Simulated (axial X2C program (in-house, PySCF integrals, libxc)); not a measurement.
**Which molecule has these constants?**

Calculated with an in-house all-electron X2C program for linear molecules (integrals from PySCF), spin-free (one-electron X2C) or two-component (2c: spin–orbit coupling with atomic mean-field Coulomb and Gaunt terms, which also bring small scalar terms), in Dyall basis sets with cores contracted in-house; open shells are unrestricted.

A two-component PBE0 calculation in a Dyall 3-zeta basis gave Re = 1.618 Å, ωe = 722.2 cm⁻¹, Ω = 3/2.

Question: Which molecule is it?
A. NiO⁺
B. PtO⁺
C. PdO⁺

Answer: A. The others have PtO⁺ 1.717 Å and 846.8 cm⁻¹ (Ω = 3/2); PdO⁺ 1.775 Å and 669.3 cm⁻¹ (Ω = 3/2).

Each entry is the lowest single determinant of a limited PBE0 search at one distance. De goes to single-determinant-based atoms at the same level (for ions the charge split of lowest energy) and is withheld (n/a) where an atom does not fit its ground term or J level. Main or longest-lived isotopes. One determinant is a doubtful description, or other states lie close, for NiO⁺, PtO⁺, PdO⁺; these need not be ground states, and all values refer to the states named. With several unpaired electrons the Ω given is that of one determinant, not necessarily of the lowest component. Some light 2c atoms are not at their ground J level, so De misses part of their lowering (0.04 eV or less). The functionals have no current term, which raises determinants with orbital currents.
